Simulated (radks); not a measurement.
Spherical jellium clusters: N electrons in a uniform positive sphere of charge N and radius rs N^(1/3), rs = 2.92 bohr. Calculated with a radial shooting solver with Libxc functionals: non-relativistic Kohn-Sham, LDA (Slater exchange, Perdew-Wang correlation), spin-polarised, spherical densities. Levels are named by radial order and angular momentum (1s, 1p, 1d, 2s, ...), and open shells are averaged over m. Each electron was tried in the lowest free levels, single moves between levels near the top were tried too, and the lowest total energy was kept; such a search can miss a lower state. Energies include the self-energy of the background; IP and EA are vertical (highest electron removed, lowest free level filled), at fixed background; spill-out counts the electrons outside the background radius R, and alpha is the static dipole polarisability from linear response (closed shells only). A dash means not computed or, for alpha, an open shell; in EA it means that no bound solution was reached, which is typical of self-interaction and does not show that the anion is unstable. Real open-shell clusters deform, which this model forbids.

N                         open shells  2S  E/N (eV)  E(N+1) + E(N-1) - 2E(N) (eV)  IP (eV)  EA (eV)  -e(HOMO) (eV)  spill-out (e)  alpha/R^3
1                    1s(up 1, down 0)   1    -0.792                             -        -        -          3.621           0.50          -
2                                none   0    -1.459                         1.801    6.672        -          4.062           0.70      1.966
3                    1p(up 1, down 0)   1    -1.081                        -0.867    4.355        -          2.330           1.07          -
4                    1p(up 2, down 0)   2    -1.109                        -0.707    5.214        -          3.097           1.30          -
5                    1p(up 3, down 0)   3    -1.267                         0.336    5.731        -          3.616           1.46          -
6                    1p(up 3, down 1)   2    -1.317                        -0.574    5.203        -          3.296           1.63          -
7                    1p(up 3, down 2)   1    -1.434                        -0.431    5.667    1.953          3.746           1.77          -
8                                none   0    -1.576                         2.058    5.982        -          4.077           1.89      1.645
9                    1d(up 1, down 0)   1    -1.458                        -0.390    3.815        -          2.151           2.11          -
10                   1d(up 2, down 0)   2    -1.403                        -0.353    4.224        -          2.557           2.30          -
11                   1d(up 3, down 0)   3    -1.389                        -0.313    4.549        -          2.887           2.45          -
12                   1d(up 4, down 0)   4    -1.404                        -0.277    4.813    1.598          3.163           2.58          -
13                   1d(up 5, down 0)   5    -1.438                         0.422    5.033        -          3.397           2.70          -
14  1d(up 5, down 0) 2s(up 1, down 0)   6    -1.437                        -0.250    4.552    1.496          3.040           2.97          -
15                   1d(up 5, down 2)   3    -1.453                        -0.266    4.786    1.755          3.239           2.94          -
16                   1d(up 5, down 3)   2    -1.483                        -0.219    4.995    1.978          3.457           3.05          -
17                   1d(up 5, down 4)   1    -1.523                        -0.194    5.172    2.174          3.645           3.14          -
18                               none   0    -1.569                         0.258    5.323    1.992          3.809           3.24      1.490
19                   2s(up 1, down 0)   1    -1.596                         0.216    5.024    1.880          3.559           3.43          -
20                               none   0    -1.610                         1.056    4.825        -          3.410           3.66      1.540
21                   1f(up 1, down 0)   1    -1.573                        -0.201    3.809        -          2.418           3.79          -
22                   1f(up 2, down 0)   2    -1.548                        -0.187    3.994        -          2.610           3.91          -
23                   1f(up 3, down 0)   3    -1.533                        -0.173    4.159    1.450          2.783           4.01          -
24                   1f(up 4, down 0)   4    -1.527                        -0.161    4.307    1.611          2.939           4.11          -
25                   1f(up 5, down 0)   5    -1.528                        -0.150    4.440    1.759          3.081           4.20          -
26                   1f(up 6, down 0)   6    -1.534                        -0.140    4.561    1.895          3.211           4.28          -
27                   1f(up 7, down 0)   7    -1.545                         0.403    4.672    1.503          3.330           4.36          -
28                   1f(up 7, down 1)   6    -1.541                        -0.152    4.240    1.662          2.935           4.45          -
29                   1f(up 7, down 2)   5    -1.542                             -    4.374    1.808          3.075           4.54          -

All shells are closed at N = 2, 8, 18, 20 (there: 1s2 1p6 1d10 2s2); the second difference of the energy has clear peaks (12 % above both neighbours; the first and last values, which can be the largest, are not judged, and half-filled shells can peak too) at N = 5, 8, 13, 18, 20, 27.
